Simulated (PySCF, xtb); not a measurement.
C3H9ClOSi, SMILES C[Si@H](Cl)COC. The values are those of a single conformer.

Harmonic wavenumbers (cm⁻¹) from GFN2-xTB (xtb) at its own minimum, in rising order: 43, 77, 105, 120, 163, 174, 230, 267, 379, 489, 617, 649, 722, 766, 811, 837, 847, 980, 1107, 1136, 1158, 1203, 1303, 1367, 1408, 1467, 1470, 1472, 1490, 1497, 2210, 2845, 2883, 2888, 2914, 3024, 3032, 3037, 3045.

What does PBE-D3(BJ)/def2-SVP (PySCF) give at its own minimum? (An estimate is asked for; the answer gives what the named calculation found.)

56, 80, 110, 150, 187, 197, 245, 289, 384, 507, 627, 667, 691, 728, 788, 854, 869, 963, 1132, 1146, 1165, 1189, 1213, 1257, 1374, 1380, 1396, 1402, 1412, 1442, 2163, 2854, 2889, 2908, 2947, 2980, 3062, 3080, 3098. Paired by order, the mean absolute difference is 33 cm⁻¹ and the zero-point energies are 71.8 and 71.3 kcal/mol.
